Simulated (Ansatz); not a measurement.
A geometry relaxed with PBE0-D3(BJ)/def2-TZVP (Ansatz, a quantum-chemistry and plane-wave program), charge 0, multiplicity 2:

```xyz
4

C      0.0560    -0.0963    -0.0231
O     -1.0628    -0.6193    -0.0455
O      1.2320    -0.2961    -0.1478
H     -0.2253     1.0117     0.2164
```

### Question
Write the SMILES of this molecule.

### Answer
`[O]C=O`
